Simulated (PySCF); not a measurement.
Correlation energy of Cu+ (copper, charge +1)

[Ar] 3d9 4p1, one real determinant (an excited configuration). All numbers are calculated (PySCF 2.14, a scalar-relativistic core potential, in aug-cc-pVDZ-PP with ECP10MDF (5s5p4d2f, 54 functions)). Frozen: 3s2 3p6; 10 electrons correlated.

| level | correlation energy (mhartree) |
| --- | --- |
| CCSD | -295.89 |
| (T) | -7.04 |
| CCSD(T) | -302.93 |

Diagnostics: T1 = 0.013, D1 = 0.0383, largest double amplitude 0.034.

The real determinant used has ⟨L²⟩ near 8 against 12 for a pure F term, so it mixes terms.

Cost of the coupled-cluster step: roughly 2.8 core-seconds, for 10 correlated electrons.

The reference is one real determinant that mixes LS terms of this configuration.
